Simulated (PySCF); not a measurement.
CH₄BN (calculated)

Computed with PySCF 2.14.0. Calculation on a computer-drawn molecule: the log of a Hartree-Fock and frozen-core CCSD(T) single point meant for a local Hartree-Fock minimum, with one planted fault or none, to be diagnosed. Offsets are logged minus clean, where the clean run is the same molecule without the fault. The reference is restricted for singlets and unrestricted otherwise, and also for a bond in bohr or an excited solution. Adding or removing an electron swaps singlet and doublet. The excited solution moves the top pair (singlet) or top alpha electron (doublet) to the lowest empty orbital. Highest occupied and lowest empty are orbital energies over both spins, largest force is the largest gradient component, triples share is (T) over the correlation energy, the T1 limit is 0.02 restricted and 0.045 unrestricted, electrons count all cores, a negative frequency is imaginary (commonest isotopes), and the dipole is about the centre of nuclear charge.

Common to all runs: meant charge 0; meant multiplicity 1; meant basis cc-pVDZ; logged electrons 22; logged basis functions 62; logged SCF converged yes; logged CC converged yes; logged SCF stable within its kind yes; possible faults no fault, one electron removed, one electron added, multiplicity raised by two, geometry at a saddle point, SCF held on an excited solution, minimal basis STO-3G, one bond length entered in bohr, all coordinates scaled.

(1) 
```xyz
7
formula=CH4BN logged_spin_squared=2.0198 logged_highest_occupied=-6.7056 logged_lowest_empty=1.5097 logged_largest_force=0.08397 logged_T1_diagnostic=0.024393 logged_D1_diagnostic=0.1174 logged_triples_share=0.028933 logged_dipole_magnitude=2.1867 logged_energy_HF=-119.20832 logged_energy_CCSD(T)=-119.61276 planted_fault=multiplicity_raised_by_two HF_energy_offset_from_clean_run=23.94 CCSD(T)_energy_offset_from_clean_run=37.43
B     -0.4326     1.2032    -0.8640
C      0.7615     0.5869    -0.5023
N      1.7977    -0.0576    -1.2216
H     -1.4291     1.7837    -1.0923
H      0.9681     0.6879     0.5652
H      1.5330    -0.2494    -2.1704
H      2.0409    -0.9344    -0.7944
```

Units: logged_highest_occupied, logged_lowest_empty in eV; logged_largest_force in hartree/bohr; logged_dipole_magnitude in debye; logged_energy_HF, logged_energy_CCSD(T) in hartree; HF_energy_offset_from_clean_run, CCSD(T)_energy_offset_from_clean_run in kcal/mol.

Drawn bonds:
```csv
atom,other atom,order
1,2,2
2,3,1
1,4,1
2,5,1
3,6,1
3,7,1
```

(2) 
```xyz
7
formula=CH4BN logged_spin_squared=0.9786 logged_highest_occupied=-8.4488 logged_lowest_empty=1.7582 logged_largest_force=0.024095 logged_T1_diagnostic=0.056049 logged_D1_diagnostic=0.2285 logged_triples_share=0.040259 logged_dipole_magnitude=1.9265 logged_energy_HF=-119.13029 logged_energy_CCSD(T)=-119.53872 planted_fault=one_bond_length_entered_in_bohr,row_5_of_the_drawn_bonds HF_energy_offset_from_clean_run=72.9 CCSD(T)_energy_offset_from_clean_run=83.89
B     -0.4326     1.2032    -0.8640
C      0.7615     0.5869    -0.5023
N      1.7977    -0.0576    -1.2216
H     -1.4291     1.7837    -1.0923
H      0.9681     0.6879     0.5652
H      1.2975    -0.4200    -3.0145
H      2.0409    -0.9344    -0.7944
```

Units: logged_highest_occupied, logged_lowest_empty in eV; logged_largest_force in hartree/bohr; logged_dipole_magnitude in debye; logged_energy_HF, logged_energy_CCSD(T) in hartree; HF_energy_offset_from_clean_run, CCSD(T)_energy_offset_from_clean_run in kcal/mol.

Drawn bonds:
```csv
atom,other atom,order
1,2,2
2,3,1
1,4,1
2,5,1
3,6,1
3,7,1
```

Notes: T1 above single-reference limit.
